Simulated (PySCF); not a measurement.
Run record for `C=C(C#CC#N)NC(C)=O`: X3LYP/def2-SVPD, energy threshold 1e-06 Eh, full TDDFT, 1 singlet.

Method: TDDFT X3LYP/def2-SVPD, vertical, gas phase, core orbitals frozen in the response (PySCF 2.14.0, density-fitted response routines). Geometry: GFN2-xTB. The command runs a driver script over a list of jobs; the input below is this job's line of settings and its coordinates in Å.

Command:
```bash
OMP_NUM_THREADS=1 python probes_run.py task.json out
```

Input:
```
{"job": {"kind": "uv", "xc": "X3LYP", "basis": "def2-SVPD", "nstates": 1, "ntriplets": 2, "tda": false, "scf": {"conv": 1e-06}}, "charge": 0, "multiplicity": 1}
C     -0.509244    -2.304587    -0.618829
C     -0.399469    -1.016541    -0.268556
C     -1.553770    -0.219974    -0.104910
C     -2.624387     0.339060    -0.000755
C     -3.792134     1.020419     0.131208
N     -4.792005     1.578723     0.237480
N      0.841466    -0.417359    -0.053996
C      1.043828     0.889588     0.305200
C      2.509313     1.228447     0.459884
O      0.141238     1.671072     0.475595
H      0.357804    -2.928742    -0.748588
H     -1.471241    -2.752208    -0.780608
H      1.642439    -1.019478    -0.180710
H      2.603582     2.273149     0.740616
H      2.959272     0.607556     1.232225
H      3.035708     1.059819    -0.477620
```

Output:
```
final grid: 143880 points
cycle   1  E = -454.2895028090  dE =  1.781e+00  |g| = 9.470e-01  |ddm| = 3.060e+01
cycle   2  E = -453.4565607874  dE =  8.329e-01  |g| = 2.186e+00  |ddm| = 8.890e+00
cycle   3  E = -454.4753366678  dE = -1.019e+00  |g| = 2.168e-01  |ddm| = 4.138e+00
cycle   4  E = -454.4839887610  dE = -8.652e-03  |g| = 1.091e-01  |ddm| = 9.826e-01
cycle   5  E = -454.4860348306  dE = -2.046e-03  |g| = 6.263e-02  |ddm| = 2.652e-01
cycle   6  E = -454.4870902396  dE = -1.055e-03  |g| = 1.314e-02  |ddm| = 1.474e-01
cycle   7  E = -454.4871262416  dE = -3.600e-05  |g| = 5.298e-03  |ddm| = 6.184e-02
cycle   8  E = -454.4871329153  dE = -6.674e-06  |g| = 1.931e-03  |ddm| = 1.671e-02
cycle   9  E = -454.4871337082  dE = -7.929e-07  |g| = 7.154e-04  |ddm| = 5.532e-03
converged SCF energy = -454.4871337082

Static polarisability (au): isotropic 110.322, principal 59.202 108.507 163.256

Singlet excitations
state   eV       nm        f      main configurations
  1   4.0342    307.3   0.00012   H-1->L 0.94

Triplet excitations (Tamm-Dancoff, eV): 2.7842 3.8008
```

H and L stand for HOMO and LUMO; the number after each pair is its weight.

Task: Give S1 in cm⁻¹ and kJ/mol.

Result: 4.0342 eV × 8065.54 = 32538 cm⁻¹; × 96.485 = 389.2 kJ/mol.

Task: Give the mean polarisability as a volume in Å³, and the ratio of the largest to the smallest principal value.

Result: 110.322 au × 0.148185 = 16.35 Å³; 163.256/59.202 = 2.76.

In short: SCF converged in 9 cycles with 251 basis and 922 fitting functions; HOMO -7.04 eV, LUMO -2.23 eV; lowest singlet 4.03 eV; lowest triplet 2.78 eV (Tamm–Dancoff); mean polarisability 110.3 au.

The run took 42 s wall on Intel Xeon Platinum 8488C, one thread, no GPU, shared host, and the process peaked at 1.2 GiB of memory.

The values belong to the conformer `[CH2:1]=[C:2]([C:3]#[C:4][C:5]#[N:6])[NH:7][C:8]([CH3:9])=[O:10]`: C1–C2–N7–C8 180°, C2–N7–C8–C9 180°.
